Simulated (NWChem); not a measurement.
System: C2H5BO3; SMILES CC1OB(O)O1

The following NWChem deck was run.

```
start job
memory heap 200 mb stack 900 mb global 1100 mb
geometry units angstroms noautoz
  C     -0.009484    -2.041902    -0.513881
  C      0.009714    -0.895001     0.450375
  O     -1.030656     0.062759     0.228986
  B      0.030229     0.931662     0.019256
  O      0.067035     2.238837    -0.279106
  O      1.064891     0.038144     0.217778
  H      0.877997    -2.673321    -0.362685
  H     -0.909707    -2.652853    -0.354128
  H     -0.008904    -1.664256    -1.546256
  H      0.010249    -1.228136     1.503518
  H     -0.811858     2.623234    -0.356425
end
basis spherical
  C library def2-svp
  O library def2-svp
  B library def2-svp
  H library def2-svp
end
dft
  xc scan
  iterations 150
  mulliken
end
task dft gradient
```

Parts of the log:

```
             Northwest Computational Chemistry Package (NWChem) 7.3.0
             --------------------------------------------------------

 C1  symmetry detected

                             Geometry "geometry" -> ""
                             -------------------------

 Output coordinates in angstroms (scale by  1.889725989 to convert to a.u.)

  No.       Tag          Charge          X              Y              Z
 ---- ---------------- ---------- -------------- -------------- --------------
    1 C                    6.0000    -0.00914938    -2.04525149    -0.51311786
    2 C                    6.0000     0.01022389    -0.89857285     0.45139905
    3 O                    8.0000    -1.03277136     0.05703634     0.23308954
    4 B                    5.0000     0.02569608     0.92824598     0.02073009
    5 O                    8.0000     0.05892074     2.23557671    -0.27736976
    6 O                    8.0000     1.06278516     0.03687270     0.21620584
    7 H                    1.0000     0.88007534    -2.67482601    -0.36449746
    8 H                    1.0000    -0.90763837    -2.65815518    -0.35109869
    9 H                    1.0000    -0.01216416    -1.66732624    -1.54538643
   10 H                    1.0000     0.01431540    -1.23199045     1.50444480
   11 H                    1.0000    -0.82099197     2.61812807    -0.35220481

 Effective nuclear repulsion energy (a.u.)     235.7875665734

                                 NWChem DFT Module
                                 -----------------

 Summary of "ao basis" -> "ao basis" (spherical)
 ------------------------------------------------------------------------------
       Tag                 Description            Shells   Functions and Types
 ---------------- ------------------------------  ------  ---------------------
 C                          def2-svp                 6       14   3s2p1d
 O                          def2-svp                 6       14   3s2p1d
 B                          def2-svp                 6       14   3s2p1d
 H                          def2-svp                 3        5   2s1p

            General Information
            -------------------
          SCF calculation type: DFT
          Wavefunction type:  closed shell.
          No. of atoms     :    11
          No. of electrons :    46
           Alpha electrons :    23
            Beta electrons :    23
          Charge           :     0
          Spin multiplicity:     1
          Use of symmetry is: off; symmetry adaption is: off
          Maximum number of iterations: 150
          AO basis - number of functions:   109
                     number of shells:    51
          Convergence on energy requested:  1.00D-06
          Convergence on density requested:  1.00D-05
          Convergence on gradient requested:  5.00D-04

              XC Information
              --------------
                         SCAN Method XC Functional
                  SCAN metaGGA Exchange Functional  1.000
                        SCAN Correlation Potential  1.000

             Grid Information
             ----------------
          Grid used for XC integration:  medium
          Radial quadrature: Mura-Knowles
          Angular quadrature: Lebedev.
          Tag              B.-S. Rad. Rad. Pts. Rad. Cut. Ang. Pts.
          ---              ---------- --------- --------- ---------
          C                   0.70       49          12.0       434
          O                   0.60       49          12.0       434
          B                   0.85       49          10.0       434
          H                   0.35       45          13.0       434
          Grid pruning is: on
          Number of quadrature shells:   519
          Spatial weights used:  Erf1

      Superposition of Atomic Density Guess
      -------------------------------------

 Sum of atomic energies:        -326.32347238

      Non-variational initial energy
      ------------------------------

 Total energy =    -329.607408
 1-e energy   =    -912.729515
 2-e energy   =     347.334541
 HOMO         =      -0.371205
 LUMO         =       0.081672

     ---------------------------------------------
      Total Density - Mulliken Population Analysis
     ---------------------------------------------

    Atom       Charge   Shell Charges
 -----------   ------   -------------------------------------------------------
    1 C    6     6.22   1.99  0.97  0.15  2.09  1.00  0.02
    2 C    6     5.39   1.99  0.91  0.17  1.57  0.66  0.09
    3 O    8     8.63   1.99  1.11  0.67  3.04  1.80  0.01
    4 B    5     4.38   1.99  0.74  0.09  1.15  0.18  0.24
    5 O    8     8.49   1.99  1.10  0.55  3.07  1.76  0.01
    6 O    8     8.62   1.99  1.11  0.67  3.04  1.80  0.01
    7 H    1     0.89   0.66  0.20  0.03
    8 H    1     0.89   0.66  0.20  0.03
    9 H    1     0.91   0.67  0.22  0.03
   10 H    1     0.94   0.71  0.22  0.02
   11 H    1     0.65   0.52  0.07  0.06

   convergence    iter        energy       DeltaE   RMS-Dens  Diis-err
 ---------------- ----- ----------------- --------- --------- ---------
 d= 0,ls=0.0,diis     1   -329.3555912413 -5.65D+02  1.48D-02  1.14D+00
 d= 0,ls=0.0,diis     2   -329.2562756995  9.93D-02  8.67D-03  2.39D+00
 d= 0,ls=0.0,diis     3   -329.4872793991 -2.31D-01  1.11D-03  2.78D-02
 d= 0,ls=0.0,diis     4   -329.4894687693 -2.19D-03  5.25D-04  5.08D-03
 d= 0,ls=0.0,diis     5   -329.4899009889 -4.32D-04  1.87D-04  9.88D-04
  Resetting Diis
 d= 0,ls=0.0,diis     6   -329.4899952757 -9.43D-05  5.10D-05  4.90D-05
 d= 0,ls=0.0,diis     7   -329.4900002521 -4.98D-06  2.86D-05  4.22D-06
 d= 0,ls=0.0,diis     8   -329.4899993097  9.42D-07  1.96D-05  1.37D-05
 d= 0,ls=0.0,diis     9   -329.4900006712 -1.36D-06  2.76D-06  1.75D-07
 d= 0,ls=0.0,diis    10   -329.4900006891 -1.80D-08  6.46D-07  1.01D-08

         Total DFT energy =     -329.490000689136
      One electron energy =     -917.590887318644
           Coulomb energy =      394.855214755464
    Exchange-Corr. energy =      -42.541894699306
 Nuclear repulsion energy =      235.787566573351

 Numeric. integr. density =       45.999990781720

                       DFT Final Molecular Orbital Analysis
                       ------------------------------------

 Vector   21  Occ=2.000000D+00  E=-2.936926D-01
              MO Center=  3.8D-02,  9.0D-02,  2.1D-01, r^2= 2.1D+00
   Bfn.  Coefficient  Atom+Function         Bfn.  Coefficient  Atom+Function
  ----- ------------  ---------------      ----- ------------  ---------------
    74      0.449391   6 O  px               32      0.443416   3 O  px
    77      0.281517   6 O  px               35      0.279993   3 O  px
    46      0.211380   4 B  px               18     -0.163221   2 C  px
    73      0.108548   6 O  s                31     -0.098926   3 O  s
    49      0.084184   4 B  px               72      0.083967   6 O  s

 Vector   22  Occ=2.000000D+00  E=-2.775667D-01
              MO Center= -1.7D-01,  1.1D-02,  2.2D-01, r^2= 1.8D+00
   Bfn.  Coefficient  Atom+Function         Bfn.  Coefficient  Atom+Function
  ----- ------------  ---------------      ----- ------------  ---------------
    34      0.480910   3 O  pz               76     -0.394237   6 O  pz
    37      0.360242   3 O  pz               79     -0.296140   6 O  pz
    33      0.126984   3 O  py               75     -0.106053   6 O  py
    36      0.105340   3 O  py               78     -0.089565   6 O  py
    85     -0.068555   7 H  s                86     -0.062938   7 H  s

 Vector   23  Occ=2.000000D+00  E=-2.704201D-01
              MO Center=  2.1D-01,  1.7D-01,  1.6D-01, r^2= 3.2D+00
   Bfn.  Coefficient  Atom+Function         Bfn.  Coefficient  Atom+Function
  ----- ------------  ---------------      ----- ------------  ---------------
    76      0.363353   6 O  pz               62     -0.320403   5 O  pz
    79      0.257445   6 O  pz               65     -0.243366   5 O  pz
    34      0.231403   3 O  pz              100     -0.231635  10 H  s
    20     -0.207370   2 C  pz                3      0.181624   1 C  s
     5      0.166259   1 C  py               37      0.160349   3 O  pz

 Vector   24  Occ=0.000000D+00  E= 5.236792D-02
              MO Center= -5.6D-01,  1.6D+00, -1.0D-01, r^2= 5.0D+00
   Bfn.  Coefficient  Atom+Function         Bfn.  Coefficient  Atom+Function
  ----- ------------  ---------------      ----- ------------  ---------------
    45      0.988627   4 B  s               106      0.839512  11 H  s
    59     -0.631685   5 O  s                17     -0.547900   2 C  s
     3     -0.417556   1 C  s                86      0.298767   7 H  s
    91      0.295875   8 H  s                73     -0.259422   6 O  s
   101      0.259298  10 H  s                31     -0.241830   3 O  s

[...]

                         DFT ENERGY GRADIENTS

    atom               coordinates                        gradient
                 x          y          z           x          y          z
   1 C      -0.017290  -3.864965  -0.969652   -0.000038  -0.000602   0.000542
   2 C       0.019320  -1.698056   0.853021    0.000210   0.004926  -0.001718
   3 O      -1.951655   0.107783   0.440475    0.006756  -0.001245   0.000707
   4 B       0.048559   1.754131   0.039174   -0.000099  -0.001035   0.000582
   5 O       0.111344   4.224627  -0.524153   -0.002019   0.000269  -0.000210
   6 O       2.008373   0.069679   0.408570   -0.006664  -0.001624   0.000932
   7 H       1.663101  -5.054688  -0.688800   -0.000311   0.000061  -0.000145
   8 H      -1.715188  -5.023185  -0.663480    0.000284  -0.000019  -0.000210
   9 H      -0.022987  -3.150790  -2.920357    0.000037  -0.000190   0.000161
  10 H       0.027052  -2.328124   2.842988    0.000014   0.000133  -0.000735
  11 H      -1.551450   4.947545  -0.665571    0.001830  -0.000673   0.000092
```

Level: SCAN/def2-SVP. Coordinates come from a PBE0/def2-SVP optimisation.
